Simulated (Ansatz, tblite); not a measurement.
Removing an electron: GeH2MeF (CH₅FGe). Total charge 0; singlet. Geometry: r2SCAN-D4/def2-TZVP. Ansatz, gas phase; energy differences of separate SCF runs; the oxidised species was run as a doublet alone.

```xyz
8

Ge   -0.8754   -0.1241   -0.1490
H    -1.5148   -1.2739    0.6421
H    -1.2908   -0.1501   -1.6268
C     1.0369    0.0292    0.1172
H     1.5462   -0.8658   -0.2454
H     1.2524    0.1504    1.1791
H     1.4187    0.8952   -0.4240
F    -1.5731    1.3391    0.5067
```

The xTB rows come from tblite. Correlated methods freeze 11 core orbitals; core or outer-core shells of Ge are correlated, in sets that lack core-valence functions. In CCSD on the charge 1 doublet the largest single amplitude is 0.16, so its Hartree–Fock determinant may place the open shell otherwise than the density functionals do.

| level | −HOMO (eV) | vertical IE (eV) | −LUMO (eV) | HOMO–LUMO gap (eV) |
| --- | --- | --- | --- | --- |
| GFN1-xTB | 12.51 | 15.62 | 6.04 | 6.46 |
| GFN2-xTB | 11.80 | 15.04 | 3.58 | 8.22 |
| HF/def2-TZVPP | – | 10.86 | – | – |
| r2SCAN-D4/def2-TZVP | 8.00 | 11.16 | 0.12 | 7.88 |
| PBE0-D4/def2-TZVP | 9.08 | 11.36 | -0.40 | 9.48 |
| MP2/def2-TZVPP | – | 11.80 | – | – |
| CCSD/def2-TZVPP | – | 11.64 | – | – |
| CCSD(T)/def2-TZVPP | – | 11.63 | – | – |

Run but left out: PBE-D4/def2-TZVP (charge +1 doublet: an occupied level 0.01 eV above an empty one).  Raw xTB energy differences between charge states are shifted by several eV; the methods need an empirical correction for them.
